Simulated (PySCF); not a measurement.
Geometry:
| atom | x (Å) | y (Å) | z (Å) |
| --- | --- | --- | --- |
| C1 | 3.416 | 0.543 | -0.176 |
| C2 | 2.173 | 0.069 | -0.082 |
| C3 | 1.086 | 0.664 | 0.760 |
| C4 | 0.491 | -0.356 | 1.746 |
| C5 | -0.509 | -1.184 | 0.924 |
| C6 | -0.919 | -0.287 | -0.274 |
| B7 | -2.473 | -0.104 | -0.493 |
| O8 | -3.337 | -1.043 | -0.027 |
| O9 | -3.007 | 0.974 | -1.145 |
| C10 | -0.150 | 1.037 | -0.074 |
| H11 | 4.166 | 0.061 | -0.808 |
| H12 | 3.730 | 1.432 | 0.381 |
| H13 | 1.905 | -0.828 | -0.657 |
| H14 | 1.493 | 1.542 | 1.287 |
| H15 | 1.265 | -0.969 | 2.233 |
| H16 | -0.034 | 0.194 | 2.544 |
| H17 | -0.047 | -2.117 | 0.570 |
| H18 | -1.378 | -1.485 | 1.526 |
| H19 | -0.550 | -0.757 | -1.206 |
| H20 | -4.250 | -0.815 | -0.235 |
| H21 | -2.339 | 1.605 | -1.428 |
| H22 | 0.124 | 1.530 | -1.022 |
| H23 | -0.755 | 1.758 | 0.505 |

Geometry: PBE0-D3(BJ)/def2-SVP; GIAO shifts from PySCF 2.14.0 with density-fitted response routines, gas phase, non-relativistic, averaged over equivalent atoms.

At PBE0/pcSseg-1 (235 basis functions, 47 s wall time on 1 thread of an Arm Neoverse V1, shared host):
| atoms | δ (ppm) |
| --- | --- |
| C2 | 150.8 |
| C1 | 119.8 |
| C3 | 50.6 |
| C10 | 37.6 |
| C4 | 36.0 |
| C5 | 26.0 |
| C6 | 22.1 |
| B7 | 32.8 |
| O8/O9 | 124.2 |
| H13 | 6.17 |
| H12 | 5.29 |
| H11 | 5.16 |
| H20/H21 | 3.74 |
| H14 | 2.41 |
| H18 | 2.09 |
| H17 | 1.83 |
| H16 | 1.58 |
| H15 | 1.50 |
| H19 | 1.41 |
| H23 | 1.35 |
| H22 | 1.31 |

Shifts are taken against calculated references (same method and geometry level): TMS for ¹³C (σ = 184.41 ppm), ¹H (σ = 31.27 ppm); ¹¹B (σ = 100.73 ppm) against BF3·OEt2; H2O for ¹⁷O (σ = 334.56 ppm).

Problem. What do these become at B97-2/pcSseg-1?

Solution. 
```
  atoms  δ at B97-2/pcSseg-1  change
     C2                147.3    -3.5
     C1                116.7    -3.1
     C3                 50.0    -0.6
    C10                 37.5    -0.1
     C4                 36.0    +0.0
     C5                 26.3    +0.3
     C6                 22.0    -0.1
     B7                 31.8    -1.0
  O8/O9                118.3    -5.9
    H13                 6.10   -0.07
    H12                 5.22   -0.07
    H11                 5.09   -0.07
H20/H21                 3.65   -0.09
    H14                 2.40   -0.01
    H18                 2.08   -0.01
    H17                 1.82   -0.01
    H16                 1.58   +0.00
    H15                 1.51   +0.01
    H19                 1.39   -0.02
    H23                 1.35   +0.00
    H22                 1.32   +0.01
```

Referencing at the same level of theory: ¹³C (183.69 ppm) and ¹H (31.38 ppm) vs TMS; ¹¹B (101.82 ppm) vs BF3·OEt2; ¹⁷O (331.62 ppm) vs H2O.

The largest change is at O8/O9 (oxygen bonded to B, H). Cost: 235 basis functions, 44 s wall time on 1 thread of an Arm Neoverse V1, shared host. The order of the carbon signals is the same at both levels.

A carbon bonded to boron is broadened by the quadrupolar boron nucleus and is often missing from a measured spectrum. Experimental scales use liquid or dissolved standards, which lie at an offset from isolated H2O (liquid H2O: subtract about 36 ppm).
